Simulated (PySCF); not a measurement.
Correlation energy of As²⁺ (arsenic, charge +2)

[Ar] 3d10 4s1 4p1 4d1, one real determinant (an excited configuration). Calculation: PySCF 2.14, in dyall-av2z (16s12p8d, 92 functions); no relativity, point nucleus. Frozen: [Ar] 3d10; 3 electrons correlated; the 33 highest virtual orbitals of each spin left out.

```csv
level,correlation energy (mhartree)
CCSD,-36.17
(T),-6.79
CCSD(T),-42.96
```

Diagnostics: T1 = 0.026, D1 = 0.0609, largest double amplitude 0.816.

The real determinant used has ⟨L²⟩ near 8 against 12 for a pure F term, so it mixes terms. The outer electron is Rydberg-like, and this basis confines it to a smaller radius and binds it less than a complete one would. A double-excitation amplitude exceeds 0.15, a sign of near-degeneracy.

Cost of the coupled-cluster step: roughly 4 core-seconds, for 3 correlated electrons.

The reference is one real determinant that mixes LS terms of this configuration.
